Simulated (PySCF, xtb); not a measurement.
CH5F3Si2, SMILES [Si@@H](C)(F)[SiH](F)F. The values are those of a single conformer.

Harmonic wavenumbers (cm⁻¹) from xtb 6.7.1 with GFN2-xTB at its own minimum, in rising order: 21, 91, 108, 150, 168, 180, 219, 262, 464, 602, 633, 643, 685, 737, 785, 812, 826, 838, 848, 1373, 1473, 1475, 2243, 2349, 3023, 3037, 3048.

Question: What does PySCF with PBE0-D3(BJ)/def2-SVP give at its own minimum? (Estimate from the structure and the level; the computed values follow.)

Answer: 30, 75, 138, 167, 183, 211, 259, 328, 467, 646, 693, 761, 797, 821, 829, 850, 912, 926, 954, 1267, 1420, 1427, 2243, 2266, 3058, 3165, 3172. Paired by order, the mean absolute difference is 59 cm⁻¹ and the zero-point energies are 38.7 and 40.1 kcal/mol.
